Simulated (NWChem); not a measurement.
# Spin states of diphosphane (H₄P₂)

```xyz
6

P      1.0086     0.5217     0.0000
P     -1.0086    -0.5217     0.0000
H      1.5409    -0.3163     1.0313
H      1.5409    -0.3163    -1.0313
H     -1.5409     0.3163     1.0313
H     -1.5409     0.3163    -1.0313
```
Charge 0, spin multiplicity 1.

All runs are NWChem calculations. Structure: optimised with B3LYP/def2-SVP, a minimum by its harmonic frequencies. It is one conformer; others weren't searched.

Basis set: def2-TZVP. The gap is E(triplet) − E(singlet) at the geometry of the singlet, so a negative value puts the higher spin lower. Open shells are unrestricted, coupled cluster uses restricted open-shell references, and the singlet is the closed-shell solution. The triplet is the single determinant that the SCF runs reached, with unpaired electrons in orbitals of symmetry ag and bu (C2h labels); it need not be the lowest triplet, which in molecules with degenerate π orbitals can need several determinants.

Relative cost: rough, from shared machines, SCF included, B3LYP = 1.

The correlated methods keep 10 core orbitals frozen. B3LYP has NWChem's definition, with VWN1-RPA local correlation. No SCF solution was tested for a lower state. Open-shell Hartree-Fock references start from PBE0 orbitals; any time given for them includes that run. No row is a measurement; the coupled-cluster row has its own basis-set and correlation limits.

```
method      vertical singlet-triplet gap (kcal/mol)  relative cost
----------  ---------------------------------------  -------------
B3LYP                                    (withheld)              1
PBE0                                           96.3        under 3
PBE                                            93.9        under 3
HF                                             94.9        under 3
r2SCAN                                         94.1        under 3
B2PLYP                                         99.9        under 3
MP2                                           102.4              3
CCSD(T)                                  (withheld)             20
CR-CCSD(T)                                    101.7             20
```

Problem. Complete the blanks.

Solution. 
- B3LYP, vertical singlet-triplet gap (kcal/mol): 97.8
- CCSD(T), vertical singlet-triplet gap (kcal/mol): 101.4
